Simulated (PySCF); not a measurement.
FK, charge +1, doublet, at the geometry of the source list (a state made from the parent by changing its charge; the spin is typed, not shown lowest); DF-M062X/pcseg-2 (PySCF).

Input for PySCF:
```python
from pyscf import gto, scf, dft

mol = gto.M(
    atom='''
K    -0.53980000   -0.44520000   -0.72920000
F     0.53980000    0.44520000    0.72920000
''',
    basis='pcseg-2',
    charge=1,
    spin=1,
    verbose=4,
)

mf = dft.UKS(mol)
mf.xc = 'm062x'
mf = mf.density_fit(auxbasis='def2-universal-jkfit')
mf.kernel()
```

What the program printed (banner, timings and long lists left out):

```
PySCF version 2.14.0

[INPUT] verbose = 4
[INPUT] num. atoms = 2
[INPUT] num. electrons = 27
[INPUT] charge = 1
[INPUT] spin (= nelec alpha-beta = 2S) = 1
[INPUT] symmetry False subgroup None
[INPUT] Mole.unit = angstrom
[INPUT] Symbol           X                Y                Z      unit          X                Y                Z       unit  Magmom
[INPUT]  1 K     -0.539800000000  -0.445200000000  -0.729200000000 AA   -1.020074162040  -0.841306070656  -1.377988290033 Bohr   0.0
[INPUT]  2 F      0.539800000000   0.445200000000   0.729200000000 AA    1.020074162040   0.841306070656   1.377988290033 Bohr   0.0

nuclear repulsion = 44.7699272795262
number of shells = 7
number of NR pGTOs = 132
number of NR cGTOs = 63
basis = pcseg-2
ecp = {}

******** <class 'pyscf.df.df_jk.DFUKS'> ********
method = DFUKS
initial guess = minao
damping factor = 0
level_shift factor = 0
DIIS = <class 'pyscf.scf.diis.CDIIS'>
diis_start_cycle = 1
diis_space = 8
diis_damp = 0
SCF conv_tol = 1e-09
SCF conv_tol_grad = None
SCF max_cycles = 50
direct_scf = False
number electrons alpha = 14  beta = 13
XC library pyscf.dft.libxc version 7.1.2
    S. Lehtola, C. Steigemann, M. J. T. Oliveira, and M. A. L. Marques,  SoftwareX 7, 1–5 (2018)
XC functionals = m062x
    Y. Zhao and D. G. Truhlar,  Theor. Chem. Acc. 120, 215 (2008)
    Y. Zhao and D. G. Truhlar,  Theor. Chem. Acc. 120, 215 (2008)
radial grids:
    Treutler-Ahlrichs [JCP 102, 346 (1995); DOI:10.1063/1.469408] (M4) radial grids

becke partition: Becke, JCP 88, 2547 (1988); DOI:10.1063/1.454033
pruning grids: <function nwchem_prune>
grids dens level: 3
symmetrized grids: False
atomic radii adjust function: <function treutler_atomic_radii_adjust>
small_rho_cutoff = 0
Set gradient conv threshold to 3.16228e-05
tot grids = 34304
******** <class 'pyscf.df.df.DF'> ********
auxbasis = def2-universal-jkfit
init E= -699.544527681298

cycle= 1 E= -699.428947823223  delta_E= 0.116  |g|= 0.162  |ddm|= 0.854
cycle= 2 E= -699.453123205498  delta_E= -0.0242  |g|= 0.0643  |ddm|= 0.261
cycle= 3 E= -699.455556550293  delta_E= -0.00243  |g|= 0.0207  |ddm|= 0.0953
cycle= 4 E= -699.45585289136  delta_E= -0.000296  |g|= 0.00863  |ddm|= 0.0247
cycle= 5 E= -699.455880067468  delta_E= -2.72e-05  |g|= 0.002  |ddm|= 0.00582
cycle= 6 E= -699.455882049273  delta_E= -1.98e-06  |g|= 0.000511  |ddm|= 0.00159
cycle= 7 E= -699.455882296241  delta_E= -2.47e-07  |g|= 0.00019  |ddm|= 0.000535
cycle= 8 E= -699.45588236095  delta_E= -6.47e-08  |g|= 0.00012  |ddm|= 0.000232
cycle= 9 E= -699.455882425302  delta_E= -6.44e-08  |g|= 0.000112  |ddm|= 0.000257
cycle= 10 E= -699.455882538474  delta_E= -1.13e-07  |g|= 0.000105  |ddm|= 0.000477
cycle= 11 E= -699.455883087491  delta_E= -5.49e-07  |g|= 6.25e-05  |ddm|= 0.00307
cycle= 12 E= -699.455883328352  delta_E= -2.41e-07  |g|= 1.44e-05  |ddm|= 0.00334
cycle= 13 E= -699.455883332351  delta_E= -4e-09  |g|= 5.01e-06  |ddm|= 0.000401
cycle= 14 E= -699.455883332531  delta_E= -1.81e-10  |g|= 4.18e-06  |ddm|= 6.78e-05
Extra cycle  E= -699.45588333259  delta_E= -5.89e-11  |g|= 4.01e-06  |ddm|= 7.53e-06
converged SCF energy = -699.45588333259  <S^2> = 0.75207442  2S+1 = 2.0020733
```
